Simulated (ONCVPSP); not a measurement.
Configuration tests for Se (ONCV)

ONCVPSP 4.0.1 input, shortened (lines: element, Z, core and valence counts, functional; n l f; lmax; l rc ep ncon nbas qcut; lloc lpopt rc5 dvloc0; l nproj debl; icmod fcfact rcfact), LDA (Perdew-Zunger), scalar-relativistic:

```
  Se 34.00    6    2        3      upf
    1    0    2.00
    2    0    2.00
    2    1    6.00
    3    0    2.00
    3    1    6.00
    3    2   10.00
    4    0    2.00
    4    1    4.00
    2
    0    1.40    0.00    4    8    4.30
    1    1.70    0.00    3    6    5.70
    2    1.45    0.14    5   10    6.80
    4    5    1.00    6.00
    0    2    3.90
    1    2    1.40
    2    1    3.80
    2    0.55    0.85
```

Energies are relative to the spin-unpolarised reference configuration 4s2 4p4; without spin polarisation the order of configurations can differ from experiment.

```json
{"valence configuration": "4s2 4p3", "charge": "+1", "ΔE all-electron (eV)": "11.009", "error AE − PS (meV)": "-1.6"}
{"valence configuration": "4s2 4p2", "charge": "+2", "ΔE all-electron (eV)": "31.567", "error AE − PS (meV)": "-6.9"}
{"valence configuration": "4s1 4p5", "charge": "0", "ΔE all-electron (eV)": "10.939", "error AE − PS (meV)": "-5.6"}
```

Problem. What are ΔE and the potential's error for 4s2 4p1?

Solution. ΔE = 62.723 eV all-electron; the error (AE − PS) is -23 meV.

Levels in the configuration 4s2 4p1:

```tsv
level	all-electron (eV)	pseudo (eV)
4s	-49.684	-49.730
4p	-36.751	-36.769
```

Note: no bound ghost flagged; GHOST(+) flagged for s at 129.3 eV.
